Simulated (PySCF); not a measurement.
## Basis-set dependence of population analyses: `CB(Cl)P[SiH3]`

Species: CH7BClPSi.
SMILES with atom numbers: `[CH3:1][B:2]([Cl:3])[PH:4][SiH3:5]` (hydrogens: H6, H7, H8 on C1; H9 on P4; H10, H11, H12 on Si5)

PBE0 throughout (PySCF), one geometry, spherical d and f functions. The structure is a single PBE0-D3(BJ)/def2-SVP conformer in the gas phase; no vibrational or solvent corrections. Atoms taken as equivalent share a column and are averaged. The first 7 of 8 kinds of atom are listed.

Mulliken charges (e):

| basis | functions | C1 | B2 | Cl3 | P4 | Si5 | H6/H7/H8 | H9 |
| --- | --- | --- | --- | --- | --- | --- | --- | --- |
| STO-3G | 44 | -0.334 | +0.146 | -0.228 | +0.130 | +0.402 | +0.087 | -0.062 |
| 6-31G | 71 | -0.662 | +0.043 | -0.077 | -0.093 | +0.419 | +0.195 | +0.014 |
| pcSseg-0 | 71 | -0.977 | +0.428 | -0.200 | -0.380 | +0.261 | +0.259 | +0.126 |
| 6-31G* | 96 | -0.673 | +0.153 | -0.116 | -0.167 | +0.272 | +0.202 | +0.047 |
| cc-pVDZ | 117 | -0.127 | +0.013 | -0.113 | -0.104 | +0.149 | +0.068 | +0.038 |
| def2-SVP | 117 | -0.127 | +0.029 | -0.101 | -0.172 | +0.252 | +0.074 | +0.029 |
| aug-cc-pVDZ | 190 | +0.659 | +0.546 | -0.326 | -0.780 | -0.792 | -0.238 | +0.486 |
| 6-311+G(2d,p) | 201 | -0.624 | +0.098 | -0.190 | +0.077 | +0.182 | +0.168 | +0.064 |
| def2-TZVP | 215 | -0.407 | +0.141 | -0.137 | -0.178 | +0.078 | +0.148 | +0.073 |
| cc-pVTZ | 260 | -0.346 | +0.116 | -0.120 | -0.113 | +0.105 | +0.118 | +0.037 |
| IGLO-III | 272 | -0.508 | +0.233 | -0.122 | -0.154 | +0.609 | +0.135 | -0.040 |

IAO charges (e):

```json
{"basis": "STO-3G", "functions": "44", "C1": "-0.526", "B2": "-0.032", "Cl3": "-0.074", "P4": "+0.095", "Si5": "+0.468", "H6/H7/H8": "+0.147", "H9": "-0.031"}
{"basis": "6-31G", "functions": "71", "C1": "-0.583", "B2": "+0.040", "Cl3": "-0.083", "P4": "-0.029", "Si5": "+0.284", "H6/H7/H8": "+0.173", "H9": "+0.023"}
{"basis": "pcSseg-0", "functions": "71", "C1": "-0.574", "B2": "+0.033", "Cl3": "-0.076", "P4": "-0.050", "Si5": "+0.254", "H6/H7/H8": "+0.171", "H9": "+0.039"}
{"basis": "6-31G*", "functions": "96", "C1": "-0.567", "B2": "+0.054", "Cl3": "-0.088", "P4": "-0.017", "Si5": "+0.406", "H6/H7/H8": "+0.166", "H9": "-0.001"}
{"basis": "cc-pVDZ", "functions": "117", "C1": "-0.568", "B2": "+0.057", "Cl3": "-0.087", "P4": "-0.023", "Si5": "+0.403", "H6/H7/H8": "+0.165", "H9": "+0.005"}
{"basis": "def2-SVP", "functions": "117", "C1": "-0.559", "B2": "+0.050", "Cl3": "-0.078", "P4": "-0.021", "Si5": "+0.417", "H6/H7/H8": "+0.162", "H9": "+0.002"}
{"basis": "aug-cc-pVDZ", "functions": "190", "C1": "-0.581", "B2": "+0.061", "Cl3": "-0.091", "P4": "-0.028", "Si5": "+0.405", "H6/H7/H8": "+0.169", "H9": "+0.007"}
{"basis": "6-311+G(2d,p)", "functions": "201", "C1": "-0.583", "B2": "+0.053", "Cl3": "-0.087", "P4": "-0.018", "Si5": "+0.430", "H6/H7/H8": "+0.170", "H9": "+0.001"}
{"basis": "def2-TZVP", "functions": "215", "C1": "-0.583", "B2": "+0.054", "Cl3": "-0.086", "P4": "-0.019", "Si5": "+0.438", "H6/H7/H8": "+0.170", "H9": "-0.001"}
{"basis": "cc-pVTZ", "functions": "260", "C1": "-0.584", "B2": "+0.058", "Cl3": "-0.088", "P4": "-0.024", "Si5": "+0.425", "H6/H7/H8": "+0.170", "H9": "+0.003"}
{"basis": "IGLO-III", "functions": "272", "C1": "-0.585", "B2": "+0.051", "Cl3": "-0.084", "P4": "-0.018", "Si5": "+0.435", "H6/H7/H8": "+0.170", "H9": "0.000"}
```

Some averages cover members that differ in this geometry, most widely: H6/H7/H8, Mulliken in aug-cc-pVDZ -0.333 to -0.177; H6/H7/H8, Mulliken in 6-311+G(2d,p) +0.153 to +0.179; H6/H7/H8, Mulliken in IGLO-III +0.119 to +0.145 e.

Q: Which scheme is steadiest as the basis changes?

A: Largest range over the bases for any column: IAO 0.21 e, Mulliken 1.64 e. IAO charges move least and Mulliken charges most, counted in e. Without the minimal STO-3G basis the ranges are IAO 0.18, Mulliken 1.64 e.

Q: How much do the charges still move between the two largest bases, cc-pVTZ and IGLO-III?

A: At most, over all atoms: Mulliken 0.503 e, IAO 0.010 e.

Q: What do the same runs give for the total energy, the frontier levels and the dipole moment?

A: 
```
        basis  energy (Eh)  HOMO (eV)  LUMO (eV)  μ (D)
       STO-3G   -1144.8219      -4.53       1.72   2.16
        6-31G   -1157.6291      -7.23      -1.25   2.03
     pcSseg-0   -1156.3483      -7.48      -1.52   2.13
       6-31G*   -1157.7159      -7.26      -1.22   1.67
      cc-pVDZ   -1157.7843      -7.27      -1.25   1.50
     def2-SVP   -1157.3903      -7.27      -1.24   1.47
  aug-cc-pVDZ   -1157.7925      -7.36      -1.41   1.46
6-311+G(2d,p)   -1157.8279      -7.37      -1.44   1.44
    def2-TZVP   -1157.8338      -7.35      -1.40   1.41
      cc-pVTZ   -1157.8460      -7.35      -1.37   1.42
     IGLO-III   -1157.8321      -7.34      -1.37   1.36
```

The dipole is fixed by the density alone, so its range of 0.80 D shows that the density itself changes with the basis, not only its division among atoms.
